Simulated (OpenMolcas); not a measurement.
## How methods differ on [SiF5]− (SMILES F[Si-](F)(F)(F)F)

The species is [SiF5]− (6 atoms), meant as a singlet with charge -1. SMILES: `F[Si-](F)(F)(F)F`. The coordinates come from a PBE0-D4/def2-TZVPD relaxation.

Quantity: the vertical detachment energy (to the doublet neutral), in eV. The values are calculated.

```csv
level,kind,program,value (eV),CPU time (all runs)
SVWN5/6-31G* (spherical functions),LDA,OpenMolcas,5.89,1.7 min
BLYP/6-31G* (spherical functions),GGA,OpenMolcas,5.49,3.3 min
PBE/6-31G* (spherical functions),GGA,OpenMolcas,5.62,2.9 min
r2SCAN/6-31G* (spherical functions),meta-GGA,OpenMolcas,6.20,2.5 min
B3LYP/6-31G* (spherical functions),global hybrid,OpenMolcas,6.63,89 s
BHLYP/6-31G* (spherical functions),global hybrid,OpenMolcas,9.23,3.9 min
PBE0/6-31G* (spherical functions),global hybrid,OpenMolcas,6.83,1.9 min
B3LYP/6-31G* (Cartesian functions),global hybrid,OpenMolcas,6.65,1.8 min
```

Sets without diffuse functions describe the anion poorly. The values span 5.49 to 9.23 eV. BHLYP/6-31G* (spherical functions) lies far from functionals of the same kind, perhaps in another electronic state. CPU times are rough (shared hosts, several kinds of processor): they show what a rung costs within a factor of a few.
